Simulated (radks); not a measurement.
All-electron atom: Ca in [Ar] 4p2 (not the ground configuration).

Calculated with a radial shooting solver on a logarithmic mesh with Libxc functionals: Dirac Kohn-Sham, PBE, spin-unpolarised, spherical densities, finite nucleus; open shells fill j = l - 1/2 first; Fermi nuclear charge, rms radius 3.4776 fm.

Energy parts (hartree):
| part | energy |
|---|---|
| total | -680.14764 |
| kinetic | 685.49498 |
| electron-nucleus | -1614.41296 |
| Hartree | 284.69969 |
| exchange-correlation | -35.92935 |

Orbitals (lengths in bohr, moments of r in powers of bohr; <r^-3> diverges for s and p1/2):
| orbital | occ. | eigenvalue (hartree) | <r^-3> | small-component weight |
|---|---|---|---|---|
| 1s1/2 | 2 | -145.2145 | - | 5.11e-03 |
| 2s1/2 | 2 | -15.32258 | - | 8.57e-04 |
| 2p1/2 | 2 | -12.48640 | - | 8.35e-04 |
| 2p3/2 | 4 | -12.35091 | 184.3 | 8.28e-04 |
| 3s1/2 | 2 | -1.82559 | - | 1.66e-04 |
| 3p1/2 | 2 | -1.13237 | - | 1.39e-04 |
| 3p3/2 | 4 | -1.11818 | 19.42 | 1.37e-04 |
| 4p1/2 | 2 | -0.08790 | - | 1.12e-05 |
| 4p3/2 | 0 | -0.08713 | 1.062 | 1.11e-05 |

The highest occupied level is 4p1/2 at -2.392 eV. The density falls to 0.001 e/bohr^3 at r = 5.47 bohr. Summed over all electrons, <r^2> = 72.44 bohr^2, which gives a Langevin (diamagnetic) susceptibility term of -57.4 x 10^-6 cm^3/mol.
